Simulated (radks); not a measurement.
Species: Cl+. Configuration: [Ne] 3s2 3p3.5 4p0.5 (fractional occupations, a model configuration). All-electron calculation, non-relativistic Kohn-Sham, SCAN, spin-polarised, spherical densities, point nucleus; open shells are filled with parallel spins first; meta-GGA in the generalised Kohn-Sham scheme. Program: a radial shooting solver on a logarithmic mesh with Libxc functionals.

Unscreened Slater integrals over Kohn-Sham orbitals (eV). They are taken over the spin-up orbitals.

integral     value
F0(4p,4p)   4.4700
F2(4p,4p)   2.4480
F0(4p,3p)   5.7155
F2(4p,3p)   1.0689
G0(4p,3p)  0.25399
G2(4p,3p)  0.29886
F0(4p,3s)   5.7617
G1(4p,3s)  0.33639
F0(4p,2p)   6.0946
F2(4p,2p)  0.28840
G0(4p,2p)  0.10422
G2(4p,2p)  0.10738
F0(3p,3p)   15.001
F2(3p,3p)   7.6242
F0(3p,3s)   15.775
G1(3p,3s)   10.534
F0(3p,2p)   20.361
F2(3p,2p)   3.4993
G0(3p,2p)   1.3916
G2(3p,2p)   1.3922
F0(3s,3s)   16.684
F0(3s,2p)   22.117
G1(3s,2p)   1.6352
F0(2p,2p)   61.408
F2(2p,2p)   28.535

Derived for the open shells (J is the average intra-shell exchange parameter used in DFT+U). 3p: J = F2/5 = 1.525 eV. 4p: J = F2/5 = 0.4896 eV.
